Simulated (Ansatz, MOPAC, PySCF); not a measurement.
System: CNO, net charge 0, doublet state. SMILES: N#C[O]
Geometry from a B3LYP-D3(BJ)/def2-TZVP (Ansatz, an electronic-structure program) optimisation:
```xyz
3

O      0.0000     0.0000    -1.1348
C      0.0000     0.0000     0.0405
N      0.0000     0.0000     1.2622
```
Charge 0, spin multiplicity 2.

Wanted: vertical electron affinity to the singlet, in eV. Terms: 6-311+G** with 5d; each state is the SCF solution reached for its charge and spin; open shells spin-unrestricted; valence correlation only; spin-orbit terms left out; 6-31G* and kin with 6d, 5d where marked; non-relativistic; dispersion terms only where a functional's name holds one. CBS marks a two-point X^-3 extrapolation of the correlation energy; Hartree-Fock from the larger set. The bracket is a focal-point correction in the basis named. Ab initio and DFT rows: single points at B3LYP-D3(BJ) geometries (Ansatz). Semi-empirical rows: differences of heats of formation at the shared geometry for vertical values. Sets without +, aug- or the D of def2-TZVPD hold no diffuse functions, which anions need. A UHF reference is markedly spin-contaminated in at least one set, which strains HF and MP2.

Coupled cluster (Ansatz) is a level with limits of its own, used here on species with T1 under 0.025 (0.045 for open shells) and stable references: RI-MP2/CBS(aug-cc-pVTZ,aug-cc-pVQZ)+[CCSD(T)-MP2]/aug-cc-pVTZ.

Value to compare with, RI-MP2/CBS(aug-cc-pVTZ,aug-cc-pVQZ)+[CCSD(T)-MP2]/aug-cc-pVTZ (Ansatz): 3.55 eV.

```csv
level,program,vertical electron affinity to the singlet (eV),difference
AM1,MOPAC,2.87,-0.68
PM3,MOPAC,3.05,-0.50
PM6,MOPAC,3.88,0.33
HF/6-31G*,Ansatz,1.62,-1.93
HF/6-311+G**,Ansatz,2.13,-1.42
PBE/6-31G*,Ansatz,2.59,-0.96
PBE/6-311+G**,Ansatz,3.38,-0.17
B3LYP/STO-3G,Ansatz,-1.41,-4.96
B3LYP/6-31G*,Ansatz,2.67,-0.88
MP2/6-311+G**,Ansatz,3.67,0.12
PBE/def2-TZVPD,Ansatz,3.30,-0.25
M06-2X/def2-TZVPD,PySCF,3.50,-0.05
wB97X-V/def2-TZVPD,Ansatz,3.33,-0.22
```

Among the 10 habitual levels, B3LYP/STO-3G lies farthest from RI-MP2/CBS(aug-cc-pVTZ,aug-cc-pVQZ)+[CCSD(T)-MP2]/aug-cc-pVTZ (Ansatz) (-4.96 eV) and MP2/6-311+G** nearest (0.12); 2 of 10 lie above it, and their mean absolute difference is 1.19 eV, the median 0.78. One case shows no general order.

The levels are drawn from those run, B3LYP/6-31G* more often than the rest, none by its result; runs whose electronic state is in doubt are left out.
